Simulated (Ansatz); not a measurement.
Computed with Ansatz on PBE0-D4/def2-TZVP structures; ΔE is electronic, products minus reactants. CBS: MP2 limit from def2 TZ/QZ plus the TZ coupled-cluster correction, frozen cores. DFT in def2-TZVPP. For Se outer-core shells are correlated without core-valence functions, which leaves a few kJ/mol of doubt a bond. Scalar relativity is left out up to krypton. One conformer a species, not always the lowest.

Consider the formal exchange of groups at the Se–C bond: `F[SiH2]OC[SeH]` + CH₃NH₂ → `NC[SeH]` + `CO[SiH2]F`.

```csv
species,ωB97M-V energy (Eh)
`F[SiH2]OC[SeH]`,-2907.20050
CH₃NH₂,-95.84061
`NC[SeH]`,-2497.25950
`CO[SiH2]F`,-505.77974
```

(1) Work out ΔE.

Largest T1 diagnostic among the species: 0.011.

Answers

(1) ΔE = (-2497.25950) + (-505.77974) − (-2907.20050) − (-95.84061) = 0.00187 Eh = +4.9 kJ/mol. CCSD(T)/CBS gives +5.0 kJ/mol.

Leaving LDA and LC-ωPBE aside and taking each functional with its dispersion term where it has one, the values, not all of them listed here, spread over 5.2 kJ/mol, from B2PLYP to revPBE-D4. In def2-TZVPP, CCSD(T) changes the Hartree–Fock value by +5.7 kJ/mol (the triples alone add +1.1 kJ/mol) and MP2 by +5.6 kJ/mol.
